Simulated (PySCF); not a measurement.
C4H6ClF, SMILES C[C@@H](F)/C=C\Cl. Atoms are numbered in the order given.

```xyz
12

C     -1.8950    -0.1942    -0.6306
C     -0.9972     0.1838     0.5287
F     -1.7364     0.1668     1.6956
C      0.1597    -0.7523     0.6945
C      1.3268    -0.6738     0.0591
Cl     1.6998     0.5731    -1.0813
H     -2.2676    -1.2221    -0.5107
H     -2.7553     0.4895    -0.6774
H     -1.3370    -0.1282    -1.5755
H     -0.6190     1.2116     0.3873
H      0.0063    -1.5858     1.3875
H      2.1376    -1.3908     0.1996
```

Geometry: PBE0-D3(BJ)/def2-SVP. The structure was generated by enumeration; whether it is a known compound was not checked. One conformer was computed; it need not be the lowest.

Level of theory: PySCF with PBE0-D3(BJ)/def2-SVP.

Frequencies are harmonic and unscaled.

| mode | ν (cm⁻¹) | IR (km/mol) | moving atoms (share of kinetic energy) |
|---|---|---|---|
| 1 | 51 | 3.2 | C 45 %, F 19 %, H 18 %, Cl 18 % |
| 2 | 147 | 2.2 | Cl 43 %, C 29 %, F 17 %, H 10 % |
| 3 | 246 | 1.0 | C 49 %, H 39 %, F 9 % |
| 4 | 260 | 0.1 | H 82 %, C 8 % |
| 5 | 384 | 6.0 | F 39 %, C 37 %, H 21 % |
| 6 | 419 | 1.7 | C 47 %, F 22 %, H 22 %, Cl 9 % |
| 7 | 536 | 0.3 | C 63 %, H 33 % |
| 8 | 626 | 7.0 | C 65 %, F 15 %, H 11 %, Cl 8 % |
| 9 | 726 | 48.7 | H 74 %, C 26 % |
| 10 | 765 | 28.8 | C 64 %, Cl 21 %, H 13 % |
| 11 | 890 | 12.5 | H 50 %, C 44 % |
| 12 | 949 | 1.3 | H 76 %, C 21 % |
| 13 | 969 | 4.6 | H 56 %, C 32 %, F 12 % |
| 14 | 1102 | 26.7 | H 54 %, C 43 % |
| 15 | 1133 | 62.4 | C 61 %, H 31 % |
| 16 | 1161 | 54.9 | H 47 %, C 46 % |
| 17 | 1203 | 9.1 | H 75 %, C 21 % |
| 18 | 1304 | 10.2 | H 79 %, C 20 % |
| 19 | 1351 | 4.8 | H 78 %, C 22 % |
| 20 | 1381 | 20.3 | H 61 %, C 38 % |
| 21 | 1390 | 27.0 | H 71 %, C 29 % |
| 22 | 1457 | 3.9 | H 94 % |
| 23 | 1466 | 3.5 | H 94 % |
| 24 | 1735 | 31.7 | C 95 % |
| 25 | 3066 | 9.1 | H 97 % |
| 26 | 3072 | 13.5 | H 92 % |
| 27 | 3171 | 10.0 | H 90 %, C 10 % |
| 28 | 3177 | 6.4 | H 90 %, C 10 % |
| 29 | 3202 | 1.1 | H 92 %, C 8 % |
| 30 | 3246 | 2.2 | H 91 %, C 9 % |
